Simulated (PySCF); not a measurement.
C3H2O, SMILES O=CC#C.

The structure is a stationary point at B3LYP-D3(BJ)/def2-SVP.

Computed with PySCF with TDDFT-PBE/def2-SVPD.

Vertical excitations. The molecule is in vacuum. State labels are in the subgroup Cs.

Computed lowest excited states:
```json
[
 {"state": "S1", "symmetry": "A\"", "energy (eV)": "3.45", "λ (nm)": "360", "f": "0.000", "main pairs": "HOMO→LUMO 100 %"},
 {"state": "S2", "symmetry": "A\"", "energy (eV)": "4.44", "λ (nm)": "279", "f": "0.000", "main pairs": "HOMO−1→LUMO 100 %"},
 {"state": "S3", "symmetry": "A'", "energy (eV)": "5.51", "λ (nm)": "225", "f": "0.104", "main pairs": "HOMO−2→LUMO 75 %, HOMO→LUMO+1 15 %"},
 {"state": "S4", "symmetry": "A'", "energy (eV)": "5.79", "λ (nm)": "214", "f": "0.026", "main pairs": "HOMO→LUMO+1 84 %"},
 {"state": "S5", "symmetry": "A'", "energy (eV)": "6.83", "λ (nm)": "182", "f": "0.009", "main pairs": "HOMO→LUMO+2 100 %"},
 {"state": "S6", "symmetry": "A\"", "energy (eV)": "7.03", "λ (nm)": "176", "f": "0.000", "main pairs": "HOMO−2→LUMO+1 100 %"},
 {"state": "S7", "symmetry": "A'", "energy (eV)": "7.41", "λ (nm)": "167", "f": "0.013", "main pairs": "HOMO→LUMO+4 99 %"},
 {"state": "S8", "symmetry": "A\"", "energy (eV)": "7.43", "λ (nm)": "167", "f": "0.001", "main pairs": "HOMO→LUMO+3 99 %"},
 {"state": "S9", "symmetry": "A'", "energy (eV)": "7.86", "λ (nm)": "158", "f": "0.155", "main pairs": "HOMO−1→LUMO+2 47 %, HOMO−1→LUMO+1 35 %, HOMO−2→LUMO+3 10 %"},
 {"state": "S10", "symmetry": "A'", "energy (eV)": "8.03", "λ (nm)": "154", "f": "0.023", "main pairs": "HOMO→LUMO+5 94 %"},
 {"state": "T1", "symmetry": "A\"", "energy (eV)": "2.87", "λ (nm)": "433", "f": "0", "main pairs": "HOMO→LUMO 100 %"},
 {"state": "T2", "symmetry": "A'", "energy (eV)": "3.87", "λ (nm)": "320", "f": "0", "main pairs": "HOMO−2→LUMO 98 %"},
 {"state": "T3", "symmetry": "A\"", "energy (eV)": "4.14", "λ (nm)": "300", "f": "0", "main pairs": "HOMO−1→LUMO 98 %"},
 {"state": "T4", "symmetry": "A'", "energy (eV)": "5.46", "λ (nm)": "227", "f": "0", "main pairs": "HOMO→LUMO+1 93 %"}
]
```
Triplets are in the Tamm–Dancoff approximation, which puts them higher than full response would, so one can lie above its singlet here.
